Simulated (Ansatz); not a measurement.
Geometry optimisation, RKS PBE/def2-SVP in Ansatz 0.2.0.

Input file:

```yaml
crystal:
  periodic: [false, false, false]
  atoms:
    - { symbol: O, position_ang: [-1.5954, -1.4091, -0.3652] }
    - { symbol: C, position_ang: [-1.0115, -1.0506, 0.6159] }
    - { symbol: "N", position_ang: [0.0117, -0.1863, 0.6626] }
    - { symbol: Si, position_ang: [0.6975, 0.6324, -0.7453] }
    - { symbol: Cl, position_ang: [0.61427, -0.52971, -2.33867] }
    - { symbol: Br, position_ang: [2.84361, 1.04631, -0.21325] }
    - { symbol: H, position_ang: [-1.222, -1.4591, 1.6154] }
    - { symbol: H, position_ang: [0.5558, 0.0422, 1.5339] }
    - { symbol: H, position_ang: [-0.02304, 1.85816, -0.9885] }
basis:
  gaussian: { orbitals: def2-SVP }
hamiltonian:
  xc: pbe
relax:
  f_tol: 0.015
  max_steps: 40
output:
  orbitals: {}
```

Command:

```bash
$ ansatz run input.yaml --threads 2 --pin off --max-ram 3072MiB --backend cpu --events-out ev --progress --plain --runs-dir out
```

Q: Where does it end, and by what steps?

A: It converged. After 12 steps the energy has fallen by 0.411 eV; O1 moved furthest, 0.71 Å.

| step | energy less start (eV) | largest force component (eV/Å) | accepted |
| --- | --- | --- | --- |
| 0 | 0.0000 | 2.505 | yes |
| 1 | -0.2229 | 1.607 | yes |
| 2 | -0.2587 | 1.378 | yes |
| 3 | -0.3548 | 0.388 | yes |
| 4 | -0.3839 | 0.207 | yes |
| 5 | -0.3856 | 0.688 | yes |
| 6 | -0.3822 | 0.318 | no |
| 7 | -0.4085 | 0.370 | yes |
| 8 | -0.4103 | 0.123 | yes |
| 9 | -0.4105 | 0.155 | yes |
| 10 | -0.4114 | 0.025 | yes |
| 11 | -0.4114 | 0.017 | yes |
| 12 | -0.4115 | 0.008 | yes |

```xyz
9
Properties=species:S:1:pos:R:3
O -1.878 -0.781 -0.214
C -1.074 -0.905 0.697
N 0.199 -0.378 0.646
Si 0.702 0.555 -0.773
Cl 1.053 -0.665 -2.402
Br 2.621 1.504 -0.131
H -1.302 -1.452 1.655
H 0.831 -0.543 1.436
H -0.280 1.610 -1.135
```

Whether the end is a true minimum wasn't checked by a vibrational analysis.

Run time: 33 s on 2 threads of Intel(R) Xeon(R) Platinum 8559C (Emerald Rapids) (shared host), peak memory 0.23 GiB.
